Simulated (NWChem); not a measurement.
All runs are NWChem calculations. System: C6H6S2, charge 1, spin multiplicity 2, at the geometry of a parent with another charge or spin, in a state set for the comparison that need not be this species' ground state. Its SCF solution wasn't tested for a lower state. Level: ULC-wPBE (omega 0.3 per bohr)/def2-SVP.

Job file:

```
start mol
memory heap 200 mb stack 900 mb global 1100 mb
charge 1
geometry units angstroms nocenter noautoz
  S      3.194269     0.000000    -0.081981
  C      1.415111     0.000000     0.003638
  C      0.698171     0.000000     1.209034
  C     -0.698171     0.000000     1.209034
  C     -1.415111     0.000000     0.003638
  S     -3.194269     0.000000    -0.081981
  C     -0.696704     0.000000    -1.203804
  C      0.696704     0.000000    -1.203804
  H      3.419310     0.000000     1.250436
  H      1.227325     0.000000     2.165448
  H     -1.227325     0.000000     2.165448
  H     -3.419310     0.000000     1.250436
  H     -1.231138     0.000000    -2.157396
  H      1.231138     0.000000    -2.157396
  symmetry group C2v
end
basis spherical
  * library def2-svp
end
dft
  xc xwpbe 1.00 cpbe96 1.0 hfexch 1.00
  cam 0.3 cam_alpha 0.00 cam_beta 1.00
  odft
  mult 2
  direct
  iterations 100
end
task dft energy
```

Part of the output:

```
             Northwest Computational Chemistry Package (NWChem) 7.3.0
             --------------------------------------------------------

                                NWChem Input Module
                                -------------------

 Scaling coordinates for geometry "geometry" by  1.889725989
 (inverse scale =  0.529177249)

 Turning off AUTOSYM since
 SYMMETRY directive was detected!

                             Geometry "geometry" -> ""
                             -------------------------

 Output coordinates in angstroms (scale by  1.889725989 to convert to a.u.)

  No.       Tag          Charge          X              Y              Z
 ---- ---------------- ---------- -------------- -------------- --------------
    1 S                   16.0000     3.19426900     0.00000000    -0.08198100
    2 C                    6.0000     1.41511100     0.00000000     0.00363800
    3 C                    6.0000     0.69817100     0.00000000     1.20903400
    4 C                    6.0000    -0.69817100     0.00000000     1.20903400
    5 C                    6.0000    -1.41511100     0.00000000     0.00363800
    6 S                   16.0000    -3.19426900     0.00000000    -0.08198100
    7 C                    6.0000    -0.69670400     0.00000000    -1.20380400
    8 C                    6.0000     0.69670400     0.00000000    -1.20380400
    9 H                    1.0000     3.41931000     0.00000000     1.25043600
   10 H                    1.0000     1.22732500     0.00000000     2.16544800
   11 H                    1.0000    -1.22732500     0.00000000     2.16544800
   12 H                    1.0000    -3.41931000     0.00000000     1.25043600
   13 H                    1.0000    -1.23113800     0.00000000    -2.15739600
   14 H                    1.0000     1.23113800     0.00000000    -2.15739600

 Effective nuclear repulsion energy (a.u.)     453.1166687733

            Nuclear Dipole moment (a.u.)
            ----------------------------
        X                 Y               Z
 ---------------- ---------------- ----------------
    -0.0000000000     0.0000000000    -0.0000000000

      Symmetry information
      --------------------

 Group name             C2v
 Group number             16
 Group order               4
 No. of unique centers     7

      Symmetry unique atoms

     1    2    3    7    9   10   13


 Summary of "ao basis" -> "" (spherical)
 ------------------------------------------------------------------------------
       Tag                 Description            Shells   Functions and Types
 ---------------- ------------------------------  ------  ---------------------
 *                          def2-svp                  on all atoms

  pbe96 is a nonlocal functional; adding pw91lda local functional.

                                 NWChem DFT Module
                                 -----------------

 Summary of "ao basis" -> "ao basis" (spherical)
 ------------------------------------------------------------------------------
       Tag                 Description            Shells   Functions and Types
 ---------------- ------------------------------  ------  ---------------------
 S                          def2-svp                 8       18   4s3p1d
 C                          def2-svp                 6       14   3s2p1d
 H                          def2-svp                 3        5   2s1p

 Summary of "ao basis" -> "ao basis" (spherical)
 ------------------------------------------------------------------------------
       Tag                 Description            Shells   Functions and Types
 ---------------- ------------------------------  ------  ---------------------
 S                          def2-svp                 8       18   4s3p1d
 C                          def2-svp                 6       14   3s2p1d
 H                          def2-svp                 3        5   2s1p

      Symmetry analysis of basis
      --------------------------

        a1         55
        a2         20
        b1         55
        b2         20

  int_init: cando_txs set to always be  F

            General Information
            -------------------
          SCF calculation type: DFT
          Wavefunction type:  spin polarized.
          No. of atoms     :    14
          No. of electrons :    73
           Alpha electrons :    37
            Beta electrons :    36
          Charge           :     1
          Spin multiplicity:     2
          Use of symmetry is: on ; symmetry adaption is: on
          Maximum number of iterations: 100
          This is a Direct SCF calculation.
          AO basis - number of functions:   150
                     number of shells:    70
          Convergence on energy requested:  1.00D-06
          Convergence on density requested:  1.00D-05
          Convergence on gradient requested:  5.00D-04

              XC Information
              --------------
                     Hartree-Fock (Exact) Exchange  1.000
                     LC-wPBE(h)Exchange Functional  1.000
            Perdew 1991 LDA Correlation Functional  1.000 local
           PerdewBurkeErnz. Correlation Functional  1.000 non-local

           Range-Separation Parameters
           ---------------------------
           Alpha           :  0.00
           Beta            :  1.00
           Gamma           :  0.30
           Short-Range HF  :     F

             Grid Information
             ----------------
          Grid used for XC integration:  medium
          Radial quadrature: Mura-Knowles
          Angular quadrature: Lebedev.
          Tag              B.-S. Rad. Rad. Pts. Rad. Cut. Ang. Pts.
[...]
 Vector   39  Occ=0.000000D+00  E=-1.324101D-01  Symmetry=a2
              MO Center= -1.5D-15, -5.9D-16,  1.6D-02, r^2= 3.4D+00
   Bfn.  Coefficient  Atom+Function         Bfn.  Coefficient  Atom+Function
  ----- ------------  ---------------      ----- ------------  ---------------
    40      0.432276   3 C  py               54     -0.432276   4 C  py
   100      0.419984   7 C  py              114     -0.419984   8 C  py
    37      0.328536   3 C  py               51     -0.328536   4 C  py
    97      0.324943   7 C  py              111     -0.324943   8 C  py
    29      0.036397   2 C  d -1             71     -0.036397   5 C  d -1

 Vector   40  Occ=0.000000D+00  E=-8.561094D-02  Symmetry=a1
              MO Center= -4.6D-13,  5.3D-16,  3.5D-01, r^2= 1.1D+01
   Bfn.  Coefficient  Atom+Function         Bfn.  Coefficient  Atom+Function
  ----- ------------  ---------------      ----- ------------  ---------------
    21      0.661793   2 C  s                63      0.661793   5 C  s
    11      0.538224   1 S  px               85     -0.538224   6 S  px
   122     -0.440046   9 H  s               137     -0.440046  12 H  s
   127     -0.365930  10 H  s               132     -0.365930  11 H  s
    13      0.340640   1 S  pz               87      0.340640   6 S  pz

                     DFT Final Beta Molecular Orbital Analysis
                     -----------------------------------------

 Vector   34  Occ=1.000000D+00  E=-5.974435D-01  Symmetry=a2
              MO Center= -1.2D-14,  6.0D-17, -2.7D-02, r^2= 7.0D+00
   Bfn.  Coefficient  Atom+Function         Bfn.  Coefficient  Atom+Function
  ----- ------------  ---------------      ----- ------------  ---------------
    12      0.280475   1 S  py               86     -0.280475   6 S  py
    23      0.261493   2 C  py               65     -0.261493   5 C  py
     9      0.235170   1 S  py               83     -0.235170   6 S  py
    26      0.181747   2 C  py               68     -0.181747   5 C  py
     6      0.131982   1 S  py               80     -0.131982   6 S  py

 Vector   35  Occ=1.000000D+00  E=-5.443341D-01  Symmetry=b2
              MO Center= -1.1D-15, -1.5D-16,  2.8D-02, r^2= 3.0D+00
   Bfn.  Coefficient  Atom+Function         Bfn.  Coefficient  Atom+Function
  ----- ------------  ---------------      ----- ------------  ---------------
    37      0.313921   3 C  py               51      0.313921   4 C  py
    97     -0.307668   7 C  py              111     -0.307668   8 C  py
    40      0.201736   3 C  py               54      0.201736   4 C  py
   100     -0.194688   7 C  py              114     -0.194688   8 C  py

 Vector   36  Occ=1.000000D+00  E=-5.011158D-01  Symmetry=b2
              MO Center=  1.1D-14,  1.5D-16, -7.8D-02, r^2= 9.4D+00
   Bfn.  Coefficient  Atom+Function         Bfn.  Coefficient  Atom+Function
  ----- ------------  ---------------      ----- ------------  ---------------
    12      0.396019   1 S  py               86      0.396019   6 S  py
     9      0.300702   1 S  py               83      0.300702   6 S  py
     6      0.168551   1 S  py               80      0.168551   6 S  py
    97     -0.151689   7 C  py              111     -0.151689   8 C  py
    37     -0.131116   3 C  py               51     -0.131116   4 C  py

 Vector   37  Occ=0.000000D+00  E=-2.918760D-01  Symmetry=a2
              MO Center=  5.1D-15, -1.3D-16, -1.2D-02, r^2= 7.4D+00
   Bfn.  Coefficient  Atom+Function         Bfn.  Coefficient  Atom+Function
  ----- ------------  ---------------      ----- ------------  ---------------
    12      0.371284   1 S  py               86     -0.371284   6 S  py
    23     -0.252197   2 C  py               65      0.252197   5 C  py
     9      0.246316   1 S  py               83     -0.246316   6 S  py
    26     -0.181052   2 C  py               68      0.181052   5 C  py
    37     -0.160405   3 C  py               51      0.160405   4 C  py

 Vector   38  Occ=0.000000D+00  E=-1.187147D-01  Symmetry=a2
              MO Center= -6.5D-15, -3.7D-16,  8.6D-03, r^2= 3.5D+00
   Bfn.  Coefficient  Atom+Function         Bfn.  Coefficient  Atom+Function
  ----- ------------  ---------------      ----- ------------  ---------------
    40      0.433624   3 C  py               54     -0.433624   4 C  py
   100      0.425880   7 C  py              114     -0.425880   8 C  py
    37      0.325482   3 C  py               51     -0.325482   4 C  py
    97      0.324571   7 C  py              111     -0.324571   8 C  py
    29      0.034903   2 C  d -1             71     -0.034903   5 C  d -1

 Vector   39  Occ=0.000000D+00  E=-1.166195D-01  Symmetry=b2
              MO Center=  5.7D-15, -8.2D-17, -8.8D-03, r^2= 5.0D+00
   Bfn.  Coefficient  Atom+Function         Bfn.  Coefficient  Atom+Function
  ----- ------------  ---------------      ----- ------------  ---------------
    26      0.495734   2 C  py               68      0.495734   5 C  py
    23      0.387970   2 C  py               65      0.387970   5 C  py
    12     -0.274690   1 S  py               86     -0.274690   6 S  py
    40     -0.226559   3 C  py               54     -0.226559   4 C  py
   100     -0.224758   7 C  py              114     -0.224758   8 C  py

   alpha - beta orbital overlaps
   -----------------------------

   alpha      1      2      3      4      5      6      7      8      9     10
    beta      1      2      3      4      5      6      7      8      9     10
 overlap   1.000  1.000  1.000  1.000  1.000  1.000  1.000  1.000  1.000  1.000

   alpha     11     12     13     14     15     16     17     18     19     20
    beta     11     12     13     14     15     16     17     18     19     20
 overlap   1.000  1.000  1.000  1.000  1.000  1.000  1.000  1.000  1.000  1.000

   alpha     21     22     23     24     25     26     27     28     29     30
    beta     21     22     23     24     25     26     27     28     29     30
 overlap   1.000  1.000  0.999  0.999  0.999  1.000  1.000  1.000  0.999  0.999

   alpha     31     32     33     34     35     36     37     38     39     40
    beta     31     34     32     33     36     35     37     39     38     40
 overlap   0.995  0.997  0.995  0.999  0.977  0.988  0.997  0.988  1.000  1.000

   alpha     41     42     43     44     45     46     47     48     49     50
    beta     41     43     42     44     46     45     47     48     49     50
 overlap   1.000  1.000  0.999  0.998  0.999  0.997  1.000  1.000  1.000  0.999

   alpha     51     52     53     54     55     56     57     58     59     60
    beta     51     52     53     54     55     56     57     58     59     60
 overlap   0.999  1.000  0.999  0.999  0.998  0.997  0.997  0.998  0.999  0.998

   alpha     61     62     63     64     65     66     67     68     69     70
    beta     61     62     63     64     65     66     67     68     70     69
 overlap   0.998  0.999  0.999  0.999  0.998  0.998  0.998  0.999  0.997  1.000

   alpha     71     72     73     74     75     76     77     78     79     80
    beta     71     72     73     76     74     75     77     78     79     80
 overlap   0.997  0.998  0.998  0.998  0.997  0.998  0.996  0.999  0.999  1.000

   alpha     81     82     83     84     85     86     87     88     89     90
    beta     81     82     83     84     85     86     87     88     89     90
 overlap   0.999  0.988  0.990  0.998  0.998  0.999  1.000  1.000  0.999  1.000

   alpha     91     92     93     94     95     96     97     98     99    100
    beta     91     92     93     94     95     96     97     98     99    100
 overlap   1.000  0.999  1.000  0.999  1.000  1.000  0.999  1.000  0.999  0.986

   alpha    101    102    103    104    105    106    107    108    109    110
    beta    101    102    103    104    105    106    107    108    109    110
 overlap   0.986  1.000  1.000  1.000  1.000  1.000  1.000  1.000  1.000  1.000

   alpha    111    112    113    114    115    116    117    118    119    120
    beta    111    112    113    114    115    116    117    118    119    120
 overlap   1.000  1.000  0.992  0.987  0.993  1.000  0.999  1.000  1.000  1.000

   alpha    121    122    123    124    125    126    127    128    129    130
    beta    121    122    123    124    125    126    127    128    129    130
 overlap   1.000  0.998  0.999  1.000  1.000  1.000  1.000  1.000  0.999  1.000

   alpha    131    132    133    134    135    136    137    138    139    140
    beta    131    132    133    134    135    136    137    138    139    140
 overlap   1.000  1.000  1.000  1.000  1.000  1.000  1.000  1.000  1.000  1.000

   alpha    141    142    143    144    145    146    147    148    149    150
    beta    142    141    143    144    146    145    147    148    149    150
 overlap   1.000  1.000  0.999  0.999  0.981  0.981  1.000  1.000  1.000  1.000

     --------------------------
     Expectation value of S2:
     --------------------------
      <S2> =      0.7760 (Exact =     0.7500)

 center of mass
 --------------
 x =   0.00000000 y =   0.00000000 z =  -0.03317477

 moments of inertia (a.u.)
 ------------------
         329.370028922292           0.000000000000           0.000000000000
           0.000000000000        3020.208025323527           0.000000000000
           0.000000000000           0.000000000000        2690.837996401235

     Multipole analysis of the density
     ---------------------------------

     L   x y z        total         alpha         beta         nuclear
     -   - - -        -----         -----         ----         -------
     0   0 0 0      1.000000    -37.000000    -36.000000     74.000000

     1   1 0 0     -0.000000     -0.000000      0.000000     -0.000000
     1   0 1 0      0.000000     -0.000000      0.000000      0.000000
     1   0 0 1      0.821352      0.424135      0.397217     -0.000000

     2   2 0 0    -17.589063   -720.980169   -695.178017   1398.569124
     2   1 1 0      0.000000      0.000000      0.000000      0.000000
     2   1 0 1      0.000000     -0.000000      0.000000      0.000000
     2   0 2 0    -46.183914    -24.226669    -21.957245      0.000000
     2   0 1 1     -0.000000      0.000000     -0.000000      0.000000
     2   0 0 2    -33.115538   -118.652591   -117.871985    203.409037

 Task  times  cpu:       55.1s     wall:       55.1s

 Total times  cpu:       55.1s     wall:       55.1s
```
